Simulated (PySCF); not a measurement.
```xyz
3
charge 0 multiplicity 1, angstrom
Ge    0.0000    0.0000   -0.3928
F     1.3359    0.0000    0.7720
F    -1.3359    0.0000    0.7720
```

Level of theory: PBE in PySCF with Ge def2-TZVP, F def2-TZVP; no relativity; density-fitted integrals.

This geometry of GeF₂ is a stationary point at this level.

Problem. What is the point group?

Solution. C2v.

Problem. Is it a minimum?

Solution. Yes: all harmonic wavenumbers are real.

Problem. List the harmonic modes with their infrared intensities.

Solution. 
| symmetry | ω (cm⁻¹) | IR (km/mol) |
| --- | --- | --- |
| a1 | 238 | 9.9 |
| b2 | 628 | 123 |
| a1 | 651 | 83.3 |

Problem. Give the atomic charges and bond orders.

Solution. 
| atom | Mulliken | Löwdin | polar tensor | Mayer order to Ge1 |
| --- | --- | --- | --- | --- |
| Ge1 | 0.67 | 0.33 | 1.16 | – |
| F2,3 | -0.33 | -0.17 | -0.58 | 1.01 |

In C2v the vibrations span 2a1 + b2. Here b1 is antisymmetric to the molecular plane and b2 lies in it.
